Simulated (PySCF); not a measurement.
CH₃Cd, SMILES [CH3][Cd] (connectivity only; charge and spin as stated), neutral, multiplicity 2.

The structure is a stationary point at B3LYP-D3(BJ)/def2-TZVP. The spin state was assumed, not searched. The isomer is the one that the SMILES or the coordinates give; other isomers of the formula were not compared. The def2 effective core potentials stand for the cores of Cd; spin–orbit coupling is left out.

Computed with CAM-B3LYP/def2-TZVPD in PySCF.

The molecule is in vacuum.

Task: Estimate the frontier levels, dipole moment and polarisability. (Estimate from the structure and the level; the computed values follow.)

Result: 
The α spin, highest occupied and lowest empty level comes out as -6.24 and 0.24 eV and the β spin, highest occupied and lowest empty level is -8.43 and -1.51 eV. The dipole moment is 0.01 D. The quadrupole, principal values (traceless, Buckingham form, about the centre of nuclear charge) is -4.26, 2.13, 2.13 D·Å and the mean static polarisability comes out as 66.5 bohr³ (9.86 Å³). The polarisability, principal values comes out as 55.0, 55.0, 89.7 bohr³ and the ⟨S²⟩ is 0.765 (pure state 0.75).
